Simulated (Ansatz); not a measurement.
Ansatz (an electronic-structure program) input file for C₄H₇BO, SMILES C(#C)B(O)CC, PBE/def2-SVPD. Geometry: B3LYP-D3(BJ)/def2-SVP. This is a generated structure with no PubChem entry under its InChIKey; it may be hypothetical. Other conformers were not sampled.

Ansatz 0.2 input:
```yaml
crystal:
  periodic: [false, false, false]
  atoms:
    - {symbol: C, position_ang: [2.15613910, -1.12510111, 0.50292061]}
    - {symbol: C, position_ang: [1.25815857, -0.39169458, 0.12905076]}
    - {symbol: B, position_ang: [0.10914536, 0.53001914, -0.34020270]}
    - {symbol: O, position_ang: [0.39354437, 1.78556934, -0.78033044]}
    - {symbol: C, position_ang: [-1.38885408, 0.04529473, -0.35676610]}
    - {symbol: C, position_ang: [-1.80492396, -0.89198696, 0.78419751]}
    - {symbol: H, position_ang: [2.94612585, -1.77429861, 0.83371455]}
    - {symbol: H, position_ang: [1.33891721, 1.98592639, -0.76944762]}
    - {symbol: H, position_ang: [-1.51881645, -0.47948302, -1.32589205]}
    - {symbol: H, position_ang: [-2.05155754, 0.92601989, -0.41323220]}
    - {symbol: H, position_ang: [-1.72140417, -0.39391083, 1.76419915]}
    - {symbol: H, position_ang: [-1.16293612, -1.78638048, 0.82160727]}
    - {symbol: H, position_ang: [-2.84752811, -1.23159613, 0.67629111]}
basis:
  gaussian:
    orbitals: def2-SVPD
hamiltonian:
  xc: {name: PBE}
```

Program output:

```
WARN ansatz: RAYON_NUM_THREADS=2 ignored (pool sized by the plan → 2); use --threads N
Functional definition: PBE
integrals: 0.10 GiB planned
1468 factors; their error is unknown
mean field: 0.78 GiB planned
mean field evaluation 1: about -6956.0384 eV, gradient 8.2e1 eV
mean field evaluation 2: about -6922.8482 eV, gradient 1.4e2 eV
mean field evaluation 4: about -6970.9439 eV, gradient 1.9e1 eV
mean field evaluation 8: about -6971.7928 eV, gradient 1.4e-1 eV
mean field evaluation 16: about -6971.7238 eV, gradient 4.2e-4 eV
mean field -6971.72377179 eV, -256.2061230093 hartree, gradient 2.6e-5 eV, S^2 0.000000; 0 other end points of the search recorded, 0 dependent functions left out
reference -6971.72382577 eV, -256.2061249928 hartree; 22, 22 occupied and 157, 157 virtual orbitals, 1468 factors
Total energy: -6971.72382577 eV, -256.2061249928 hartree
```

Self-consistency was reached.
